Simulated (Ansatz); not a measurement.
`COB(S)S`, charge 0, multiplicity 1.

(1) Give a relaxed structure at PBE0-D4/def2-TZVP (Ansatz). (Estimate.)

## Answers

(1) The calculation gave: 
```xyz
10

C    -0.552    0.601   -1.409
O    -0.217    0.785   -0.046
B     0.259   -0.223    0.716
S     0.494   -1.889    0.015
S     0.666    0.092    2.455
H    -1.343   -0.146   -1.519
H    -0.907    1.557   -1.791
H     0.321    0.286   -1.986
H     0.957   -2.454    1.140
H     0.321    1.390    2.427
```
Point group Cs.
This is one stationary point; other conformers may exist.
